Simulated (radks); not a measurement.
Task: Species: Pm3+. Configuration: [Xe] 4f2 6s2 (not the ground configuration). All-electron calculation, scalar-relativistic Kohn-Sham, LDA (Slater exchange, Perdew-Wang correlation), spin-unpolarised, spherical densities, finite nucleus; Fermi nuclear charge, rms radius 4.962 fm. Program: a radial shooting solver on a logarithmic mesh with Libxc functionals. Some entries of the table are withheld. Estimate them.

orbital,occ.,eigenvalue (Ry),<r> (bohr)
1s,2,-3309.447,0.02320
2s,2,(1),0.09905
2p,6,-484.4096,0.08715
3s,2,-121.5431,0.2609
3p,6,-103.5621,0.2591
3d,10,-78.82801,0.2365
4s,2,-27.42010,0.5894
4p,6,-21.46516,(2)
4d,10,-13.03447,0.6745
5s,2,-6.11521,1.341
5p,6,-4.48386,1.511
4f,2,-3.90060,0.8280
6s,2,-1.94205,2.967

Result: 
(1) 2s eigenvalue (Ry): -541.6589
(2) 4p <r> (bohr): 0.6221
